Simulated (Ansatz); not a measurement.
Consider the ligand exchange at the Si–Cl bond: `BN[SiH2]Cl` + H–F → `BN[SiH2]F` + HCl.

Gas-phase electronic energies from Ansatz, PBE0-D4/def2-TZVP geometries. CCSD(T)/CBS adds triple-zeta CCSD(T) − MP2 to the extrapolated MP2 energy (def2 sets, frozen cores). This one scheme is used for every species. Functionals use def2-TZVPP. B3LYP here is the variant with VWN-RPA as its local correlation; programs differ in this. One conformer a species, not always the lowest.

```csv
level,ΔE (kJ/mol)
B3LYP-D4,-45.1
r2SCANh,-43.8
```

(1) What does CCSD(T)/CBS give? (Estimate.)

(2) What do rigid-rotor, harmonic-oscillator terms from PBE0-D4/def2-TZVP frequencies (298.15 K, 1 bar) make of the CCSD(T)/CBS value? (An estimate is asked.)

Largest T1 diagnostic among the species: 0.012.

Answers

(1) Ansatz gave: -41.2 kJ/mol. The listed levels differ from it by -3.9, -2.6 kJ/mol.

(2) Ansatz gave: ΔZPE = -3.6 kJ/mol, ΔH = -45.6 kJ/mol, ΔS = 0 J/(mol·K), ΔG = -45.7 kJ/mol.

In def2-TZVPP, CCSD(T) changes the Hartree–Fock value by +10.9 kJ/mol (the triples alone add +2.3 kJ/mol) and MP2 by +16.0 kJ/mol. The D4 term adds +5.6 kJ/mol with B3LYP and +3.0 kJ/mol with PBE0; it sums over pairs of atoms, weighted by their polarisabilities, and B3LYP, whose exchange is more repulsive, gets the larger term.
